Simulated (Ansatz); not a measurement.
H3AlO3, triplet, at a GFN2-xTB geometry (such geometries of metal compounds can be far from the true shape) (a higher spin typed on purpose: for a closed-shell molecule this is an excited state), with bond 3-2 at 1.8 times its length; CASSCF(2,4)/6-31G (Ansatz, a program for electronic structure).

Input for Ansatz:
Ansatz 0.2 input:
```yaml
crystal:
  periodic: [false, false, false]
  atoms:
    - {symbol: Al, position_ang: [-0.24251462, 0.06294624, -0.17757849]}
    - {symbol: O, position_ang: [-1.17494106, -1.38910402, 0.13847901]}
    - {symbol: H, position_ang: [-1.71096421, -2.91435519, 0.72729416]}
    - {symbol: O, position_ang: [0.28567180, 1.61991960, -0.78963600]}
    - {symbol: H, position_ang: [0.78511225, 2.41494186, -0.96909982]}
    - {symbol: O, position_ang: [1.13336693, -0.29417271, 0.82989464]}
    - {symbol: H, position_ang: [1.88752817, -0.48992013, 1.38212036]}
basis:
  gaussian:
    orbitals: 6-31G
hamiltonian:
  xc: hf
correlation: {active_space: {window: {electrons: 2, orbitals: 4}}}
magnetization: {spin_polarized: false, initial_magnetization: 2}
```

Question: What does Ansatz print? Leave out banner, timings and long lists.

Answer: 
```
Functional definition: HF
459 factors; integrals over basis functions are off by at most 2.6e-4 eV
mean field evaluation 1: about -12730.9484 eV, gradient 4.6e1 eV
mean field evaluation 2: about -12730.9560 eV, gradient 4.6e1 eV
mean field evaluation 4: about -12737.4522 eV, gradient 4.2e0 eV
mean field evaluation 8: about -12737.6207 eV, gradient 3.7e-1 eV
mean field evaluation 16: about -12737.6221 eV, gradient 1.2e-6 eV
mean field evaluation 32: about -12737.5866 eV, gradient 2.1e0 eV
mean field evaluation 64: about -12737.4308 eV, gradient 4.2e0 eV
mean field -12737.62213709 eV, -468.0989796677 hartree, gradient 1.2e-6 eV, S^2 2.000000; 6 other end points of the search recorded, 0 dependent functions left out
reference -12737.62213709 eV, -468.0989796677 hartree; 21, 19 occupied and 25, 27 virtual orbitals, 459 factors
state -12737.63531120 eV, -468.0994638072 hartree
Total energy: -12737.63531120 eV, -468.0994638072 hartree
```
